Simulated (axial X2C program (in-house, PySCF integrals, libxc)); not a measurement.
## What spin–orbit coupling does to CrS⁻

Calculated with an in-house all-electron X2C program for linear molecules (integrals from PySCF). Spin-free means the one-electron spin-free X2C Hamiltonian; two-component (2c) means X2C with spin–orbit coupling and atomic mean-field two-electron Coulomb and Gaunt terms, so the difference of the two also holds small scalar two-electron terms. Basis: Cr dyall-acv3z [10s11p7d4f2g], S dyall-av3z [9s8p3d2f] (cores contracted in-house); Gaussian nuclei, density fitting, unrestricted open shells. Masses: Cr 51.941 u, S 31.972 u.

Spin-free state: M_S = 5/2, Λ = 0 (beyond evenly filled blocks: σα, π+α, π-α, δ+α, δ-α); fragments Cr + S-.

```csv
level,Re (Å),ωe (cm⁻¹),De (eV),μ (D)
PBE0,2.151,447.2,2.657,-4.59
HF,2.249,448.3,1.392,-5.28
MP2,2.169,444.7,2.418,n/a
CCSD,2.161,466.2,2.458,n/a
CCSD(T),2.158,462.3,2.633,n/a
TPSS,2.138,447.2,3.089,-3.58
```

Correlated methods: 13 electrons correlated (number of frozen shells: Cr 3 s, 2 p; S 2 s, 1 p), 293 virtual spin orbitals or spinors in MP2, 89 natural virtuals in coupled cluster.

Dipoles are positive if S is the positive end and refer to the centre of mass.

Two-component determinant lowest at the distance of the search:

Ω = 5/2 (⟨Sz⟩ = 2.50, ⟨Lz⟩ = 0.00 at HF); fragments Cr + S-.

```tsv
level	Re (Å)	ωe (cm⁻¹)	De (eV)	μ (D)
PBE0	2.151	446.8	2.652	-4.60
HF	2.249	448.1	1.353	-5.28
MP2	2.169	444.4	2.391	n/a
CCSD	2.161	465.9	2.434	n/a
CCSD(T)	2.158	462.0	2.609	n/a
TPSS	2.138	446.9	3.085	-3.58
```

**Question.** From the two tables, how do the constants change at the CCSD(T) level (2c against spin-free)?

**Answer.** At the CCSD(T) level Re is unchanged within 0.001 Å and ωe goes down by 0.3 cm⁻¹; De changes by -0.024 eV.

The state is one determinant whose occupation by symmetry is held fixed; it was picked as the lowest of a PBE0 search that is not exhaustive. De is counted from the lowest determinant-based energies of the atoms at the same level, without counterpoise correction. Density functionals use the spin component along the axis (collinear). CCSD and (T) use frozen natural virtuals with an MP2 correction for the truncation; (T) itself is uncorrected, so its De runs slightly low. The 2c atoms are single determinants rather than J levels; their spin–orbit lowering is only partly caught, and De is too large by that part. This holds for PBE0, TPSS. Other states lie close and PBE0, whose exact exchange favours high spin, may order them wrongly; the determinant shown need not be the ground state. The nearest other spin-free determinant of the search, M_S = 5/2, Λ = 1, lies 0.46 eV up at the distance of the search. The functionals have no current-density term, which raises determinants with orbital currents, atoms included. With several unpaired electrons one determinant need not be a pure state. The highest occupied level of some functionals is positive through self-interaction error; at Hartree–Fock it is bound. This is the top spin component of a Σ state; components of lower Ω are not single determinants and can lie lower. The determinant is spin-polarised beyond a pure state at some levels (its spin-free form has ⟨S²⟩ too high), which makes Re and μ there less reliable. The T1 diagnostic is large, a sign of multireference character. Hartree–Fock gets electron affinities wrong, so its lowest charge split need not be the true one.
